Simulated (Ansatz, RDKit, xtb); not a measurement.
Noncovalent pair: hydrogen isocyanide (SMILES [C-]#[NH+]) (first 3 atoms) with hydrogen isocyanide (SMILES [C-]#[NH+]); geometry from B3LYP-D3(BJ)/def2-TZVP, rigid monomers moved along the line of their centres of mass till H3···C4 is 2.87 Å.
(charge 0, multiplicity 1):
```xyz
6

C     -0.21659     0.39364    -1.13054
N     -0.11584     0.33019     0.02628
H     -0.02788     0.27470     1.03612
C      0.21997     0.11904     3.89577
N      0.32015     0.05677     5.04834
H      0.40658     0.00309     6.04176
```

Counterpoise-corrected where a basis set is named; no monomer relaxation. RDKit's UFF carries no charges.

Run with Ansatz (a quantum-chemistry and plane-wave program) with Gaussian orbitals; RDKit for the force fields; xtb for the GFN methods. Values without a source in brackets are computed.

Task: One of these levels gives -62.4 meV for the interaction energy. Which?
A. UFF
B. HF/aug-cc-pVTZ
C. r2SCAN/def2-TZVPPD
D. GFN1-xTB

Result: D, GFN1-xTB. The others give -4.7 (UFF), -165.0 (HF/aug-cc-pVTZ), -186.9 (r2SCAN/def2-TZVPPD)
